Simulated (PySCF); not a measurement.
## Basis and Hamiltonian dependence of the excitation energy of Sn²⁺

Sn²⁺ [Kr] 4d10 5s2 (1S) → Sn²⁺ [Kr] 4d9 5s2 6s1 (3D). All values are computed (PySCF 2.14, energy differences of UHF-based or UKS calculations, no spin-orbit coupling). Values in eV.

| basis | Hamiltonian | functions | UHF | LDA | PBE0 |
| --- | --- | --- | --- | --- | --- |
| aug-cc-pwCVDZ-PP with ECP28MDF | ECP | 48 | 37.297 | 37.713 | 37.728 |
| def2-TZVPPD with the def2 core potential (28 electrons) | ECP | 56 | 37.358 | 37.788 | 37.817 |
| x2c-TZVPPall with one added diffuse shell each of s, p, d, f type | spin-free X2C | 76 | 37.302 | 38.166 | 38.022 |
| def2-QZVPPD with the def2 core potential (28 electrons) | ECP | 88 | 37.169 | 37.628 | 37.636 |
| aug-cc-pVQZ-PP with ECP28MDF | ECP | 92 | 37.317 | 37.673 | 37.693 |
| aug-cc-pwCVTZ-DK3 | spin-free X2C | 109 | 37.114 | 37.935 | 37.783 |
| aug-cc-pwCVTZ-DK3 with one added diffuse shell each of s, p, d, f type | spin-free X2C | 125 | 37.113 | 37.935 | 37.783 |
| dyall-av2z | non-relativistic | 130 | 39.130 | 39.751 | 39.663 |

Non-relativistic rows lack the scalar-relativistic shift. The upper state lies above the first ionisation limit, where it may autoionise and the basis confines it. A Rydberg-like electron needs more diffuse functions than a valence basis has.
